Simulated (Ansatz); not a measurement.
Reaction (formal exchange of groups at the Si–O bond): `OCO[SiH2]S` + `C=C=CO` → `C=C=C(O)[SiH2]S` + `OCO`

Gas-phase electronic energies from Ansatz, PBE0-D4/def2-TZVP geometries. CBS: MP2 limit from def2 TZ/QZ plus the TZ coupled-cluster correction, frozen cores. This one scheme is used for every species. Each species was taken in one conformer, which may not be the lowest.

| species | MP2/def2-QZVPP energy (Eh) |
| --- | --- |
| `OCO[SiH2]S` | -878.78111 |
| `C=C=CO` | -191.56300 |
| `C=C=C(O)[SiH2]S` | -879.59303 |
| `OCO` | -190.71736 |

Task: Work out ΔE.

Result: ΔE = (-879.59303) + (-190.71736) − (-878.78111) − (-191.56300) = 0.03372 Eh = +0.92 eV. CCSD(T)/CBS gives +0.93 eV.

Largest T1 diagnostic among the species: 0.013.

In def2-TZVPP, CCSD(T) changes the Hartree–Fock value by −0.13 eV (the triples alone add −0.02 eV) and MP2 by −0.15 eV. From PBE to PBE0 (25 % exact exchange), in def2-TZVPP and without D4, ΔE moves by +0.04 eV.
